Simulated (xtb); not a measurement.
C2H6ClGa, charge +1, doublet, at a GFN2-xTB geometry (such geometries of metal compounds can be far from the true shape) (a state made from the parent by changing its charge; the spin is typed, not shown lowest).

Here is a job for xtb.
```
$ xtb mol.xyz --gfn 1 --chrg 1 --uhf 1 --etemp 1000 --json

# file mol.xyz
10

Ga    -0.11318702     0.04469571    -0.08248336
C     -1.92172568    -0.98294550    -0.55503717
H     -1.85733445    -1.24248750    -1.61332384
H     -2.74321140    -0.29652337    -0.34397420
H     -1.91352618    -1.85857301     0.09676954
C     -0.37592146     1.89024885    -1.11933910
H     -0.66734654     1.64329702    -2.14141930
H      0.59865420     2.37779450    -1.05496299
H     -1.15677370     2.43270961    -0.58316277
Cl     1.47260108    -0.58150613     1.07313619
```

What does this run give for the partial charges in atom order, total energy (a free energy at this electronic temperature)?


```json
{
  "partial_charges_in_atom_order": "Ga1 0.52, C2 -0.08, H3 0.09, H4 0.09, H5 0.10, C6 -0.08, H7 0.09, H8 0.10, H9 0.09, Cl10 0.06",
  "total energy (a free energy at this electronic temperature)": "-12.563467 Ha"
}
```
